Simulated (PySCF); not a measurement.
Structure with atom numbers: `[Cl:1][B:2]([Cl:3])[SiH2:4][CH:5]([Cl:6])[Cl:7]`. Each H is labelled by its parent atom.

Geometry: PBE0-D3(BJ)/def2-SVP; GIAO shifts from PySCF, gas phase, non-relativistic, averaged over equivalent atoms.

At WP04/pcSseg-1 (169 basis functions, 20 s wall time on 1 thread of an Arm Neoverse V2, shared host):
```json
{"atoms": "Cl1/Cl3", "δ (ppm)": "328.4"}
{"atoms": "Cl6/Cl7", "δ (ppm)": "222.3"}
{"atoms": "B2", "δ (ppm)": "77.9"}
{"atoms": "Si4", "δ (ppm)": "-46.8"}
{"atoms": "C5", "δ (ppm)": "79.5"}
{"atoms": "H(C5)", "δ (ppm)": "5.53"}
{"atoms": "H(Si4)", "δ (ppm)": "3.65"}
```

Scale: 35Cl (σref 900.97) against HCl; BF3·OEt2 for 11B (σref 95.72); 29Si (σref 338.69), 13C (σref 172.44), 1H (σref 31.56) vs TMS (reference shieldings calculated alike).

Task: Estimate the result of repeating the calculation with BP86/pcSseg-1.

Result: 
```tsv
atoms	δ at BP86/pcSseg-1	change
Cl1/Cl3	422.3	+93.9
Cl6/Cl7	258.9	+36.6
B2	73.1	-4.8
Si4	-51.2	-4.4
C5	76.7	-2.8
H(C5)	5.93	+0.40
H(Si4)	4.35	+0.70
```

Chemical shifts δ = σref − σ; HCl for 35Cl (σ = 931.28 ppm); 11B (σ = 95.26 ppm) vs BF3·OEt2; 29Si (σ = 333.91 ppm) and 13C (σ = 179.74 ppm) and 1H (σ = 31.27 ppm) vs TMS, all at this level.

The largest change is at Cl1/Cl3 (chlorine bonded to B). Cost: 169 basis functions, 22 s wall time on 1 thread of an Arm Neoverse V2, shared host.

Carbons that carry Cl, above all several Cl atoms, come out too deshielded, partly because spin–orbit coupling is missing.
